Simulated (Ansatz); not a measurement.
Pentacene (C₂₂H₁₄). Charge 0, multiplicity 1. Geometry PBE-D4/def2-SVP; atoms count from 1.

```xyz
36

C    -4.875    3.081   -2.248
C    -5.453    1.771   -2.333
C    -4.738    0.664   -1.931
C    -3.401    0.792   -1.420
C    -2.651   -0.315   -1.005
C    -1.331   -0.182   -0.501
C    -0.571   -1.293   -0.082
C     0.740   -1.155    0.417
C     1.510   -2.270    0.839
C     2.812   -2.127    1.334
C     3.597   -3.251    1.763
C     4.876   -3.082    2.246
C     5.454   -1.772    2.331
C     4.738   -0.664    1.931
C     3.401   -0.792    1.420
C     2.650    0.315    1.007
C     1.330    0.182    0.503
C     0.570    1.293    0.084
C    -0.741    1.156   -0.415
C    -1.510    2.270   -0.838
C    -2.812    2.127   -1.334
C    -3.596    3.251   -1.764
H    -5.463    3.953   -2.574
H    -6.476    1.656   -2.722
H    -5.180   -0.342   -1.995
H    -3.095   -1.321   -1.070
H    -1.015   -2.299   -0.147
H     1.067   -3.276    0.775
H     3.151   -4.256    1.697
H     5.464   -3.954    2.570
H     6.477   -1.657    2.719
H     5.180    0.342    1.995
H     3.095    1.321    1.072
H     1.014    2.299    0.149
H    -1.067    3.276   -0.774
H    -3.151    4.256   -1.699
```

The restricted singlet is unstable towards broken spin symmetry in Hartree–Fock (as tested in another run); at PBE0-D4/def2-SVP this wasn't settled.

(1) Estimate the Mulliken populations of the heavy atoms from the PBE0/def2-SVP orbitals of Ansatz.

(2) And the Mayer bond orders between heavy atoms (over 0.3)?

## Answers

(1) 
| atom | charge (e) |
| --- | --- |
| C1 | -0.02 |
| C2 | -0.02 |
| C3 | -0.02 |
| C4 | 0.03 |
| C5 | -0.06 |
| C6 | 0.05 |
| C7 | -0.06 |
| C8 | 0.05 |
| C9 | -0.06 |
| C10 | 0.03 |
| C11 | -0.02 |
| C12 | -0.02 |
| C13 | -0.02 |
| C14 | -0.02 |
| C15 | 0.03 |
| C16 | -0.06 |
| C17 | 0.05 |
| C18 | -0.06 |
| C19 | 0.05 |
| C20 | -0.06 |
| C21 | 0.03 |
| C22 | -0.02 |
Mulliken values depend strongly on the basis.

(2) C1–C2 1.19 (1.43 Å); C1–C22 1.57 (1.38 Å); C2–C3 1.57 (1.38 Å); C3–C4 1.19 (1.44 Å); C4–C5 1.40 (1.40 Å); C4–C21 1.14 (1.46 Å); C5–C6 1.25 (1.42 Å); C6–C7 1.31 (1.41 Å); C6–C19 1.13 (1.46 Å); C7–C8 1.31 (1.41 Å); C8–C9 1.25 (1.42 Å); C8–C17 1.13 (1.46 Å); C9–C10 1.40 (1.40 Å); C10–C11 1.19 (1.44 Å); C10–C15 1.14 (1.46 Å); C11–C12 1.57 (1.38 Å); C12–C13 1.19 (1.43 Å); C13–C14 1.57 (1.38 Å); C14–C15 1.19 (1.44 Å); C15–C16 1.40 (1.40 Å); C16–C17 1.25 (1.42 Å); C17–C18 1.31 (1.41 Å); C18–C19 1.31 (1.41 Å); C19–C20 1.25 (1.42 Å); C20–C21 1.40 (1.40 Å); C21–C22 1.19 (1.44 Å).
